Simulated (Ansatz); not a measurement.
Input file for Ansatz (an electronic-structure program): R-PBE0/def2-TZVPP on BiH3Te2 (SMILES [TeH][BiH][TeH]), a point of a torsion scan. Elements past Kr take the def2 small-core potentials; no spin–orbit coupling.

Ansatz 0.2 input:
```yaml
crystal:
  periodic: [false, false, false]
  atoms:
    - {symbol: Te, position_ang: [-1.46069639, -1.26507466, 1.49319965]}
    - {symbol: Bi, position_ang: [0.28908101, 0.88673555, 0.94717700]}
    - {symbol: Te, position_ang: [1.76644772, -0.40221705, -1.06731191]}
    - {symbol: H, position_ang: [-2.55358070, -0.75652528, 0.37676467]}
    - {symbol: H, position_ang: [-0.82720759, 1.48078546, -0.31800993]}
    - {symbol: H, position_ang: [3.09533225, -0.51780742, -0.07959037]}
basis:
  gaussian:
    orbitals: def2-TZVPP
hamiltonian:
  xc: {name: PBE0}
scf: {lower_state_search: off}
```

Question: What total energy does the run end on?

Answer: -752.5566 hartree.
